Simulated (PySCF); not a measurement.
C3H7FSi.
Atom-mapped SMILES: `[F:1][SiH2:2][CH:3]1[CH2:4][CH2:5]1` (hydrogens: H6, H7 on Si2; H8 on C3; H9, H10 on C4; H11, H12 on C5)

The same species was optimised twice, with GFN2-xTB and with PBE0-D3(BJ)/def2-SVP (PySCF), and the same property calculations (PySCF, gas phase) were run on both structures.

| coordinate | GFN2-xTB | PBE0-D3(BJ)/def2-SVP | change |
| --- | --- | --- | --- |
| Si2–C3 (Å) | 1.877 | 1.848 | -0.029 |
| C4–H9 (Å) | 1.080 | 1.095 | +0.015 |
| C5–H11 (Å) | 1.080 | 1.095 | +0.015 |
| C5–H12 (Å) | 1.080 | 1.093 | +0.013 |
| C4–H10 (Å) | 1.080 | 1.093 | +0.013 |
| C3–H8 (Å) | 1.085 | 1.096 | +0.011 |
| C3–C4 (Å) | 1.505 | 1.515 | +0.010 |
| C3–C5 (Å) | 1.507 | 1.510 | +0.003 |
| C4–C5 (Å) | 1.490 | 1.490 | 0.000 |
| Si2–C3–C4 (°) | 120.2 | 118.4 | -1.8 |
| C3–C4–H10 (°) | 118.3 | 117.2 | -1.1 |
| Si2–C3–H8 (°) | 115.3 | 116.1 | +0.8 |
| C5–C3–H8 (°) | 114.7 | 115.6 | +0.9 |
| Si2–C3–C5 (°) | 121.1 | 120.3 | -0.8 |
| C3–C5–H12 (°) | 118.2 | 117.4 | -0.8 |
| H11–C5–H12 (°) | 113.4 | 113.8 | +0.4 |
| C3–C4–H9 (°) | 118.3 | 118.7 | +0.4 |
| F1–Si2–C3–C4 (°) | 175 | 151 | -24 |

Rotational constants: A = 10222, B = 2178, C = 2020 MHz (GFN2-xTB) against A = 9723, B = 2270, C = 2043 MHz (PBE0-D3(BJ)/def2-SVP). Point groups within 0.08 Å: C1 and C1. End groups have turned between the structures, so F1, H6, H7 are left out of the comparison.

On the GFN2-xTB structure: HOMO (eV) -8.47 [PBE0/pcSseg-1]; LUMO (eV) 0.35 [PBE0/pcSseg-1]; dipole (D) 2.12 [PBE0/pcSseg-1]; GIAO shielding of F1 (ppm) 390.4 [PBE0/pcSseg-1]; GIAO shielding of Si2 (ppm) 337.0 [PBE0/pcSseg-1]; GIAO shielding of C3 (ppm) 189.0 [PBE0/pcSseg-1]; GIAO shielding of C4/C5 (mean) (ppm) 184.2 [PBE0/pcSseg-1].

Q: What do these properties become on the PBE0-D3(BJ)/def2-SVP structure?

A: 
| property | level | on GFN2-xTB | on PBE0-D3(BJ)/def2-SVP | change |
| --- | --- | --- | --- | --- |
| HOMO (eV) | PBE0/pcSseg-1 | -8.47 | -8.56 | -0.09 |
| LUMO (eV) | PBE0/pcSseg-1 | 0.35 | 0.59 | +0.24 |
| dipole (D) | PBE0/pcSseg-1 | 2.12 | 2.15 | +0.03 |
| energy, GFN2-xTB geometry as zero (kcal/mol) | PBE0/pcSseg-1 | 0.0 | -2.1 | -2.1 |
| GIAO shielding of F1 (ppm) | PBE0/pcSseg-1 | 390.4 | 384.5 | -5.9 |
| GIAO shielding of Si2 (ppm) | PBE0/pcSseg-1 | 337.0 | 337.5 | +0.5 |
| GIAO shielding of C3 (ppm) | PBE0/pcSseg-1 | 189.0 | 187.8 | -1.2 |
| GIAO shielding of C4/C5 (mean) (ppm) | PBE0/pcSseg-1 | 184.2 | 182.1 | -2.1 |

The heavy atoms differ by 0.156 Å rms after alignment. Among the bonds compared Si2–C3 changes most (-0.029 Å). Changes are differences of the printed values. Neither structure is proved a minimum here.

Shape of the structure used: `[F:1][SiH2:2][CH:3]1[CH2:4][CH2:5]1`: F1–Si2–C3–C4 151°.
